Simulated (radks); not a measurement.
The numbers below are computed, except where a source is named.
All-electron atom: the sulfur ion S4+ in [He] 2s2 2p5 3s2 4f1 (not the ground configuration).

Code: a radial shooting solver on a logarithmic mesh with Libxc functionals. Model: Dirac Kohn-Sham, LDA (Slater exchange, Perdew-Wang correlation), spin-unpolarised, spherical densities, point nucleus; open shells fill j = l - 1/2 first.

Energy parts (eV):
total: -10494.043
kinetic: 10538.019
electron-nucleus: -24066.115
Hartree: 3611.598
exchange-correlation: -577.545

Orbitals (lengths in bohr, moments of r in powers of bohr; r(90%) holds 90 % of the orbital's charge):
\begin{tabular}{lrrrrrrr}
orbital & occ. & eigenvalue (eV) & r(90%) & <r^4> & <r^2> & <1/r> & small-component weight \\ \hline
1s1/2 & 2 & -2509.692 & 0.173 & 0.0004146 & 0.01268 & 15.62 & 3.22e-03 \\
2s1/2 & 2 & -304.7633 & 0.729 & 0.1190 & 0.2586 & 3.151 & 5.20e-04 \\
2p1/2 & 2 & -253.7775 & 0.699 & 0.1026 & 0.2215 & 3.076 & 5.02e-04 \\
2p3/2 & 3 & -252.4063 & 0.702 & 0.1043 & 0.2235 & 3.056 & 4.99e-04 \\
3s1/2 & 2 & -77.9714 & 2.00 & 6.804 & 2.115 & 1.034 & 1.23e-04 \\
4f5/2 & 1 & -19.2016 & 4.92 & 241.8 & 12.64 & 0.3403 & 2.47e-05 \\
4f7/2 & 0 & -19.2006 & 4.92 & 241.9 & 12.64 & 0.3403 & 2.47e-05 \\
\end{tabular}

The highest occupied level is 4f5/2 at -19.202 eV. Summed over all electrons, <r^2> = 18.52 bohr^2, which gives a Langevin (diamagnetic) susceptibility term of -14.7 x 10^-6 cm^3/mol.
